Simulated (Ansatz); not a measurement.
AgCl, SMILES `[Cl][Ag]`, relaxed with RKS PBE0-D4/def2-TZVP in Ansatz from a PBE-D4/def2-SVP geometry. The force threshold is 0.005 eV/Å; the program also tests the step.

Total charge 0; spin multiplicity 1. Ag takes the def2 core potential.

Start:

```xyz
2

Cl   -1.029    0.000    0.512
Ag    1.029    0.000   -0.512
```

| step | energy (eV) | largest force (eV/Å) | largest move (Å) |
| --- | --- | --- | --- |
| 1 | -16519.4279 | 0.110 | 0.000 |
| 2 | -16519.4286 | 0.023 | 0.005 |
| 3 | -16519.4286 | 0.000 | 0.001 |

End:

```xyz
2

Cl   -1.023    0.000    0.509
Ag    1.023    0.000   -0.509
```

Run time 5.5 s (2 threads of a server CPU on a shared host); peak host memory 0.14 GiB.
